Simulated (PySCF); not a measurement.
## Excitation energy of Pt²⁺ by level of theory

Pt²⁺ [Xe] 4f14 5d8 (3F) → Pt²⁺ [Xe] 4f14 5d7 6s1 (5F), as a difference of total energies. Computed with PySCF 2.14 in aug-cc-pVDZ-PP with ECP60MDF (5s5p4d2f, 54 functions), with scalar relativity through the core potential. Correlated levels: valence: 5s2 5p6 frozen. The calculations carry no spin-orbit coupling.

| method | excitation energy (eV) |
| --- | --- |
| UHF | 2.682 |
| LDA | 2.827 |
| PBE | 2.853 |
| PBE0 | 2.978 |
| r2SCAN | 2.731 |
| M06-L | 3.127 |
| HSE06 | 2.973 |
| TPSSh | 2.868 |
| r2SCANh | 2.781 |
| MP2 (valence) | 3.052 |
| SCS-MP2 (valence) | 3.357 |

Question: How much does correlation contribute at MP2 (valence)?

Answer: 3.052 − (2.682) = 0.370 eV, measured against UHF.
